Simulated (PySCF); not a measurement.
**A ladder of Hamiltonians for Yb⁶⁸⁺ (ytterbium, charge +68)**

Occupied: 1s1/2. Hartree-Fock calculated with PySCF 2.14 in an uncontracted even-tempered set (16 s from 17 bohr⁻², ratio 2.7; 13 p from 21 bohr⁻², ratio 2.7), Gaussian nucleus throughout. NR is non-relativistic, sf-X2C the spin-free one-electron X2C Hamiltonian, X2C adds the bare one-electron spin-orbit term, X2C-SNSO screens it by Boettger's factors, DC is four-component Dirac-Coulomb, and the Gaunt and Breit terms are added at first order (total energies over the DC spinors, levels after relaxing the spinors in that mean field). QED terms are absent. Levels marked empty are virtual spinors of this ion.

```json
{"Hamiltonian": "NR", "E (hartree)": "-4856.0239", "E − E(DC) (hartree)": "363.5954", "CPU seconds": "0.26"}
{"Hamiltonian": "sf-X2C", "E (hartree)": "-5217.1505", "E − E(DC) (hartree)": "2.4688", "CPU seconds": "0.15"}
{"Hamiltonian": "X2C", "E (hartree)": "-5217.1505", "E − E(DC) (hartree)": "2.4688", "CPU seconds": "0.15"}
{"Hamiltonian": "X2C-SNSO", "E (hartree)": "-5217.1505", "E − E(DC) (hartree)": "2.4688", "CPU seconds": "0.15"}
{"Hamiltonian": "DC", "E (hartree)": "-5219.6194", "E − E(DC) (hartree)": "0.0000", "CPU seconds": "2.5"}
{"Hamiltonian": "DC+Gaunt", "E (hartree)": "-5214.7072", "E − E(DC) (hartree)": "4.9121", "CPU seconds": "4"}
{"Hamiltonian": "DC+Breit", "E (hartree)": "-5214.7072", "E − E(DC) (hartree)": "4.9121", "CPU seconds": "35"}
```

| level (eV) | NR | sf-X2C | X2C | X2C-SNSO | DC | DC+Gaunt | DC+Breit |
| --- | --- | --- | --- | --- | --- | --- | --- |
| 1s1/2 | -65477.4 | -70289.8 | -70289.8 | -70289.8 | -70356.5 | -70223.8 | -70223.8 |
| 2s1/2 (empty) | -15914.2 | -17386.2 | -17386.2 | -17386.2 | -17393.7 | -17378.7 | -17380.5 |
| 2p1/2 (empty) | -15783.4 | -16370.1 | -17232.6 | -17218.3 | -17214.8 | -17183.3 | -17187.8 |
| 2p3/2 (empty) | -15783.4 | -16370.1 | -16020.2 | -16024.9 | -16030.0 | -16014.7 | -16019.1 |
| 3s1/2 (empty) | -7021.7 | -7541.0 | -7541.0 | -7541.0 | -7543.1 | -7538.8 | -7539.4 |

| interval (eV) | X2C | X2C-SNSO | DC | DC+Gaunt | DC+Breit |
| --- | --- | --- | --- | --- | --- |
| 2p3/2 − 2p1/2 | 1212 | 1193 | 1185 | 1169 | 1169 |

Weight of the small component: 1s1/2 0.0695, 2s1/2 0.0171, 2p1/2 0.0170, 2p3/2 0.0158, 3s1/2 0.00750.

Koopmans' value for the highest occupied level at DC+Breit: 70223.8 eV, against an ionisation energy of 70123.04 ± 0.14 eV (theoretical estimate listed by NIST; NIST Atomic Spectra Database, ionization energies); the former lacks relaxation, correlation, QED and recoil.

The whole ladder took 42 s of wall time on 1 thread of Neoverse-V1 (shared host), launched as `OMP_NUM_THREADS=1 python relrun2.py TASK.json OUT` (a driver that calls PySCF for each Hamiltonian).

Dirac-Coulomb iterations, started from the X2C spinors:

```
with_ssss True, with_gaunt False, with_breit False
light speed = 137.03599967994
init E= -5162.10773621809
cycle= 1 E= -5219.6191758972  delta_E= -57.5  |g|= 2.23  |ddm|= 0.0699
cycle= 2 E= -5219.61936468639  delta_E= -0.000189  |g|= 0.00424  |ddm|= 0.000244
cycle= 3 E= -5219.6193646878  delta_E= -1.41e-09  |g|= 6.97e-06  |ddm|= 1.36e-06
```
